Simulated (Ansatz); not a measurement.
System: C₂H₃F₃Si, charge 0, multiplicity 1. 
Geometry from a B3LYP-D3(BJ)/def2-TZVP (Ansatz, a program for electronic structure) optimisation:
```xyz
9

C      2.3802    -0.3727    -0.1325
C      1.3690     0.0526     0.6229
Si    -0.3607     0.0621     0.0347
F     -0.4527    -0.4910    -1.4463
F     -1.3024    -0.8316     0.9415
F     -0.9844     1.5176     0.0445
H      2.2277    -0.7374    -1.1416
H      3.4029    -0.3737     0.2275
H      1.5783     0.4080     1.6280
```
Charge 0, spin multiplicity 1.

PBE beside other levels, property by property. Cores are frozen in the correlated levels unless marked. UHF or UKS for open shells. No spin-orbit coupling. Non-relativistic. CBS marks a two-point X^-3 extrapolation of the correlation energy; Hartree-Fock from the larger set. The bracket is a focal-point correction in the basis named. Atomisation energies are electronic, to ground-state atoms; the column to compare with has the core term from cc-pwCVTZ added, other frozen-core levels have none. Vertical energies are electronic, to the SCF solution reached for that spin. The coupled-cluster column (Ansatz) is a level with limits of its own: (a) RI-MP2/CBS(aug-cc-pV(T+d)Z,aug-cc-pV(Q+d)Z)+[CCSD(T)-MP2]/aug-cc-pV(T+d)Z; (b) CCSD(T)/CBS(aug-cc-pV(T+d)Z,aug-cc-pV(Q+d)Z).

| property | PBE/def2-TZVPD (Ansatz) | r2SCAN/def2-TZVPD (Ansatz) | wB97M-V/def2-TZVPD (Ansatz) | wB97X-V/def2-TZVPD (Ansatz) | coupled cluster |
|---|---|---|---|---|---|
| vertical ionisation energy to the doublet (eV) | 11.24 | 11.19 | 11.29 | 11.29 | 11.57 (a) |
| atomisation energy (kcal/mol) | 970.2 | 959.6 | 959.0 | 957.5 | 968.4 (b) |
| vertical triplet-singlet gap (eV) | 4.36 | 4.05 | 4.46 | 4.41 | 4.50 (a) |

As the rows show:
- vertical ionisation energy to the doublet: PBE lies 0.33 eV below coupled cluster.
- atomisation energy: PBE lies 1.8 kcal/mol above coupled cluster.
- vertical triplet-singlet gap: PBE lies 0.14 eV below coupled cluster.
